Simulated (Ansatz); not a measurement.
Two isomers of C4H8O3: A = `COC(=O)CCO`, B = `COCCOC=O`.

Isolated molecules relaxed with PBE0-D4/def2-TZVP in Ansatz; ΔE leaves out vibrations. CCSD(T)/CBS adds triple-zeta CCSD(T) − MP2 to the extrapolated MP2 energy (def2 sets, frozen cores). DFT in def2-TZVPP. Each species was taken in one conformer, which may not be the lowest.

A:

```xyz
15

C     0.6095   -2.4227   -0.9801
O     1.0200   -1.1849   -0.4035
C     0.0400   -0.3215   -0.1368
O    -1.1210   -0.5467   -0.3808
C     0.5542    0.9330    0.5076
C    -0.4986    2.0275    0.5456
O    -1.6186    1.6695    1.3122
H     1.5205   -2.9989   -1.1227
H     0.1106   -2.2535   -1.9349
H    -0.0747   -2.9477   -0.3125
H     0.8643    0.6753    1.5262
H     1.4544    1.2590   -0.0210
H    -0.0712    2.9211    1.0057
H    -0.7874    2.2921   -0.4812
H    -2.0018    0.8984    0.8762
```

B:

Z-matrix (Å, degrees):
```
C
O 1 1.407
H 1 1.095 2 112.1
H 1 1.090 2 106.9 3 -118.8
H 1 1.099 2 111.0 3 122.7
C 2 1.398 1 114.2 3 -68.8
C 6 1.514 2 114.2 1 73.6
H 6 1.093 2 106.2 1 -166.1
H 6 1.102 2 111.1 1 -48.9
O 7 1.430 6 110.1 2 62.8
H 7 1.090 6 112.2 2 -59.2
H 7 1.092 6 109.5 2 179.3
C 10 1.331 7 117.2 6 -102.0
O 13 1.196 10 126.7 7 -4.1
H 13 1.099 10 108.8 7 176.8
```

(1) Which is lower in electronic energy at CCSD(T)/CBS, and by how much? (An estimate is asked.)

(2) Give E(B) − E(A) in kJ/mol with CCSD(T)/def2-TZVPP, ωB97M-V, r2SCAN-D4, CCSD/def2-TZVPP, B2PLYP, PBE-D4, HF/def2-TZVPP. (Best estimate.)

Largest T1 diagnostic: 0.014.

Results:

(1) Computed: A, by 74.2 kJ/mol.

(2) The calculation gave: CCSD(T)/def2-TZVPP 71.6, ωB97M-V 73.0, r2SCAN-D4 72.4, CCSD/def2-TZVPP 72.4, B2PLYP 69.9, PBE-D4 68.6, HF/def2-TZVPP 71.1. None reverses the order clearly.

From PBE to PBE0 (25 % exact exchange), in def2-TZVPP and without D4, E(B) − E(A) moves by +5.1 kJ/mol.
